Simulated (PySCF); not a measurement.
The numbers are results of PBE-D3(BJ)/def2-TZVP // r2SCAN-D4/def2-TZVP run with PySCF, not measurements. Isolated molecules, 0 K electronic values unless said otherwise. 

Reference species (SMILES): `[Br][Al]([Br])[Br]` (neutral, multiplicity 1).

```
Item     Value
----  --------
HOMO  -7.36 eV
```

Changed species: `[AlH3]` (whole molecule; the reference has whole molecule).

Predict the effect on the HOMO.

the HOMO goes up by 0.06 eV, to -7.30 eV.
